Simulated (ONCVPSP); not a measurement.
**u(r) = r·R(r): atom against pseudo-atom (dysprosium)**

Columns: radius, all-electron u(r) and pseudo u(r) of the 5p shell (level -31.58 eV) of dysprosium in the configuration [Kr] 4d10 4f9 5s2 5p6 5d1 6s1.5; PBE, scalar-relativistic, ONCV scheme, ONCVPSP 4.0.1.

```tsv
r (bohr)	all-electron	pseudo
0.113	0.1464	0.0157
0.225	0.1907	0.0614
0.338	-0.3052	0.1352
0.450	-0.4793	0.2311
0.563	-0.3075	0.3444
0.675	0.0096	0.4650
0.788	0.3334	0.5858
0.900	0.5934	0.6954
1.013	0.7770	0.7876
1.125	0.8860	0.8543
1.238	0.9357	0.8934
1.350	0.9398	0.9036
1.463	0.9118	0.8874
1.575	0.8630	0.8498
1.688	0.8012	0.7956
1.800	0.7337	0.7320
1.913	0.6638	0.6635
2.025	0.5957	0.5957
2.138	0.5303	0.5302
2.250	0.4697	0.4697
2.363	0.4136	0.4136
2.475	0.3632	0.3632
2.588	0.3175	0.3175
2.700	0.2771	0.2771
2.813	0.2410	0.2410
2.925	0.2094	0.2094
```

Q: How many radial nodes do the two functions have?

A: The all-electron 5p function has n − l − 1 = 3 (the table is too coarse to show those close to the nucleus); the pseudo-wave has 0, since the states of the same l below it are removed with the core.

Q: At about which radius was the pseudo-wave matched?

A: 2.05 bohr. The columns agree to 0.0005 from 1.91 bohr on; several derivatives are matched, so the curves merge somewhat inside the radius.

Q: Where does each function peak?

A: Outermost all-electron maximum near 1.35 bohr, pseudo maximum near 1.35 bohr (to the table’s step).

Q: Is the pseudo-wave norm-conserving?

A: Yes: the ONCV scheme keeps the norm inside the radius equal to the all-electron one, which fixes the energy derivative of the logarithmic derivative at the level.
